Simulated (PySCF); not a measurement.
Does the structure fit the spectrum?

A compound C$_{5}$H$_{9}$FO$_{2}$Si gives the data below (simulated from a calculation) and was assigned the structure `CO[C@@H]1C=C(F)[SiH2]OC1`.

$^{13}$C{$^{1}$H} NMR (computed): δ 171.5 (C), 114.2 (CH), 99.5 (CH), 57.4 (CH3), 12.7 (CH2).

$^{1}$H NMR (500 MHz, computed): δ 5.74 (m, 1H), 5.28 (m, 1H), 5.12 (m, 1H), 4.88 (m, 1H), 3.64 (s, 3H), 2.02 (m, 1H), 1.74 (m, 1H).

Level of theory: shielding tensors at PBE0/pcSseg-1 (GIAO), structure optimised with GFN2-xTB, in PySCF (isolated molecule, a single conformation, no relativistic terms, fast rotation and ring inversion assumed for equivalent nuclei).

Shifts are taken against calculated references (same method and geometry level): $^{1}$H (σref 31.72) and $^{13}$C (σref 186.93) against TMS.

(1) Compare with the shifts computed for the proposed structure, pairing carbons in order of shift.

(2) Which isomer fits?

## Answers

(1) Atoms are numbered as in `[CH3:1][O:2][C@@H:3]1[CH:4]=[C:5]([F:6])[SiH2:7][O:8][CH2:9]1`. Each H is labelled by its parent atom.

```csv
atom,computed for proposal,given list,difference
C5,182.8,171.5,+11.3
C4,128.5,114.2,+14.3
C3,77.7,99.5,-21.8
C9,62.4,57.4,+5.0
C1,57.4,12.7,+44.7
```

The rms difference is 23.8 ppm and the largest +44.7 ppm at C1 (methyl carbon bonded to O). The carbon types in order of shift don't match either: C, CH, CH, CH2, CH3 for the proposal against C, CH, CH, CH3, CH2 in the data. The proposal doesn't fit.

(2) `C1C(F)=C[C@H](OC)O[SiH2]1`.

1. Carbon types of the structure: 1 × C, 2 × CH, 1 × CH2, 1 × CH3, leaving 2 H on heteroatoms.
2. δC 171.5: fully substituted alkene carbon.
3. δC 114.2: alkene CH; the olefinic region.
4. δC 99.5: sp3 carbon bearing two oxygens; 2 electronegative neighbours deshield it.
5. δH 5.74: hydrogen on an alkene CH; attached to an sp2 carbon and in the plane of the double bond.

Other isomers checked: F[C@H]1C=C(O[SiH3])COC1 (rms 26.3 ppm).

The shifts were computed for this structure.

Splittings by $^{19}$F in the carbon and heteronuclear signals aren't shown, as no couplings were computed. Shifts are as computed. Against solution values, carbons near 30 ppm lie about +3 ppm off and those near 130 ppm about +5 ppm. Of 1309 compounds with measured shifts, 239 miss one by over three times the rms of a fit or turn the order of signals round; such compounds aren't used in these exercises. Multiplicities follow the n + 1 count of equivalent neighbours, as no J values were calculated; m marks all less simple cases, F and P coupling included.
